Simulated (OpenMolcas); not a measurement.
**Sb I: thermal populations, Slater's ratio, worked from levels**

```yaml
Program: OpenMolcas 26.06
Basis: ANO-RCC [10s9p8d5f3g]
Scalar_Hamiltonian: DKH2, point nucleus
Active_space: 5 electrons in 8 orbitals (5s 5p 6s 6p)
State_averaging: 2S+1 = 4 odd, 1 root; 2S+1 = 2 odd, 8 roots; 2S+1 = 4 even, 3 roots
Spin-orbit_coupling: state interaction with AMFI integrals over the reference wave functions, term energies averaged over their components
```

Methods: CASSCF; SS-CASPT2, IPEA 0.25 Eh, imaginary shift 0.1 Eh (closed shells correlated: 4d). Measured levels: NIST Handbook of Basic Atomic Spectroscopic Data.

**Thermal populations.** Z = Σ (2J + 1) exp(-E/kT) with k = 0.695035 cm-1/K, over the levels below. No other level of either list lies under 43200 cm-1, which is above 7 kT at each temperature.

```csv
Level,2J + 1,SS-CASPT2,measured
5s² 5p³ ⁴S°_3/2,4,0.0,0.0
5s² 5p³ ²D°_3/2,4,9360,8512
5s² 5p³ ²D°_5/2,6,10440,9854
5s² 5p³ ²P°_1/2,2,17600,16395
5s² 5p³ ²P°_3/2,4,18990,18464
```

```tsv
T (K)	Z, SS-CASPT2	Z, measured levels	Ground level (%), SS-CASPT2	Ground level (%), measured levels
5000	4.598	4.735	87.0	84.5
8000	5.877	6.134	68.1	65.2
```

At 8000 K, kT = 5560 cm-1, and the computed levels give Z = 4.000 + 0.743 + 0.918 + 0.084 + 0.131 = 5.877.

**Slater's ratio.** With one set of orbitals, p3 has ²D° - ⁴S° = 9 F2 and ²P° - ²D° = 6 F2 (F2 = F²/25), a ratio of 2/3. Term energies are centres of gravity, weighted by 2J + 1.

```
   Source  ²D° - ⁴S°  ²P° - ⁴S°  F2 from the first  Ratio
   CASSCF      12518      18992               1391  0.517
SS-CASPT2      10006      18529               1112  0.852
 measured       9317      17775               1035  0.908
```

Energies in cm-1. A ratio away from 2/3 shows effects beyond one configuration with one set of orbitals, and in heavier atoms second-order spin-orbit shifts. In CASSCF the valence s occupation is 1.95 in ²P° against 1.99 in ²D°: mixing out of s² acts most on ²P° and pulls it down.

CASPT2 does not keep the components of a term degenerate, so their means are used; among the terms shown or strongly mixed into the levels shown the widest spread is 96 cm-1 (5s² 5p³ ²D°, SS-CASPT2). Active for correlation alone: 6p 6s; no level in the range computed is led by a configuration that fills them, so any true level of that kind is missing. Computed and measured levels are paired by configuration, term and J; levels that our copy of the source lacks, or whose pairing is in doubt (as where it misses far off the trend of its configuration), stay unpaired and out of the deviations. Levels of configurations outside the active space are missing.

° marks odd parity.
